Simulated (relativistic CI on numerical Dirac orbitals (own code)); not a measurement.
# Hyperfine structure of Pb XLIV, mass number 207

Calculated at this level of theory: Dirac-Coulomb-Breit CI, KLI orbitals optimised for each configuration, model QED (radiative potential, 1s self-energy scaled to tabulated hydrogen-like ionisation energies), unscaled Slater integrals (own radial code, finite nucleus).

CI space (outside the closed core [Ar] 3d10): 4s²4p⁶4d³, 4s²4p⁶4d²4f, 4s²4p⁵4d⁴, 4s4p⁶4d⁴, 4s4p⁶4d³4f, 4s²4p⁶4d²5s, 4s²4p⁶4d4f5s, 4s²4p⁶4d²5p, 4s²4p⁶4d²5d, 4s²4p⁵4d³5s, 4s²4p⁶4d4f², 4s²4p⁶4f³, 4s4p⁶4d4f³, 4s²4p⁶4f²5s, 4s²4p⁶4f²5p, 4s²4p⁶4d5s², 4s²4p⁶4f5s², 4s4p⁶4d4f5s², 4s²4p⁶5s²5p. Double excitations out of closed p, d and f shells are left out; levels of such configurations are missing from the list, as are those of other unlisted configurations, and high levels can miss mixing partners. These lack a partner that the ground configuration has and come out too high: 4s²4p⁶4d²5d, 4s²4p⁵4d³5s.

Nuclear spin I = 1/2, μ = 0.5906 μN (tables of Stone and Pyykkö). The electronic factors are computed for point nuclear moments, without core polarisation or the Bohr-Weisskopf and QED corrections.

| Level | E (cm⁻¹) | A (MHz) |
| --- | --- | --- |
| 4s²4p⁶4d³ ⁴F5/2 | 226260 | 28550 |
| 4s²4p⁶4d³ ⁴P1/2 | 267812 | -20820 |
| 4s²4p⁶4d³ ⁴F7/2 | 486742 | 22930 |
| 4s²4p⁶4d³ ⁴F9/2 | 506566 | 24240 |
| 4s²4p⁶4d³ ²P1/2 | 530892 | -9672 |
| 4s²4p⁶4d³ ²H11/2 | 545261 | 27330 |

Levels with J = 0, under 50 % of one LS term, or S terms without an open s electron are left out. Small factors come from cancelling terms and can be off by tens of per cent or more.

At this charge energies of transitions that change n are usually good to better than 1 %, and those within a shell (Δn = 0) to a few per cent.

Task: Give the hyperfine levels of 4s²4p⁶4d³ ⁴F5/2 relative to its centre of gravity.

Result: With K = F(F + 1) − I(I + 1) − J(J + 1), E = AK/2: F = 2: -49970, F = 3: 35690 MHz.

LS names give the leading component of a level, which can be under half, so a name can repeat, a term be missing and a line seem to break the LS rules.
